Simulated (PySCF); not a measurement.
Stepwise substitution at one centre (Ga OH-SH). All species are isolated molecules in the gas phase. One relaxed conformer stands for each flexible species; it need not be the lowest. Strings in code marks are SMILES.

The T1 excitation (TDA) from two functionals at the same geometries (B3LYP-D3(BJ)/def2-TZVP), both in PySCF: PBE-D3(BJ)/def2-TZVP and B3LYP-D3(BJ)/def2-TZVP. B3LYP has the VWN-RPA correlation part, as in Gaussian. Excitations are Tamm–Dancoff values on a coarser integration grid. The basis has no diffuse functions, so Rydberg states are missing or too high.

| species | PBE-D3(BJ)/def2-TZVP (eV) |
|---|---|
| 0 of 3 OH replaced by SH | 5.02 |
| 1 of 3 OH replaced by SH | 4.55 |
| 2 of 3 OH replaced by SH | 4.42 |
| 3 of 3 OH replaced by SH | 4.31 |

### Question
What does B3LYP-D3(BJ)/def2-TZVP give for each?

### Answer

- 0 of 3 OH replaced by SH: 5.59
- 1 of 3 OH replaced by SH: 4.89
- 2 of 3 OH replaced by SH: 4.75
- 3 of 3 OH replaced by SH: 4.68
Over these rows, drawn at random from the members with no instability flagged (it was tested for open shells, ions and some series alone), PBE minus B3LYP-D3(BJ): mean -0.40 eV, from -0.57 eV to -0.33 eV.
